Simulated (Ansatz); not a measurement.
Species: H$_{3}$BAsO, charge 0, doublet. H3BAsO (SMILES [B](O)[AsH2], doublet).
B3LYP-D3(BJ)/def2-TZVP minimum from Ansatz (an electronic-structure program):
```xyz
6

B     -1.1320     0.0380     0.7249
As     0.6441    -0.3165    -0.2487
H      1.4165    -0.5232     1.0426
H      1.0582     1.1552    -0.3687
O     -2.0314     0.9917     0.5057
H     -1.8198     1.6871    -0.1363
```
Charge 0, spin multiplicity 2.

Atomisation energy term by term, kcal/mol (programs: Ansatz). Radicals and triplets start from unrestricted determinants; spin-orbit coupling is neglected. Correlated methods leave the cores frozen (noble-gas shells, and filled d and f shells in the p block). No relativity. CBS(X,Y): correlation extrapolated as X^-3, Hartree-Fock from the larger set. A bracket is a step between two methods taken in the basis named. For partners of very few electrons the exact lower level stands in for a higher one.

| term | basis | kcal/mol |
|---|---|---|
| Hartree-Fock | cc-pVQZ | 301.22 |
| CCSD correlation | CBS(cc-pVTZ,cc-pVQZ) | 123.33 |
| (T) | CBS(cc-pVTZ,cc-pVQZ) | 8.74 |
| CCSDT(Q) - CCSD(T) | cc-pVDZ | 0.79 |
| sum: De |  | 434.1 |
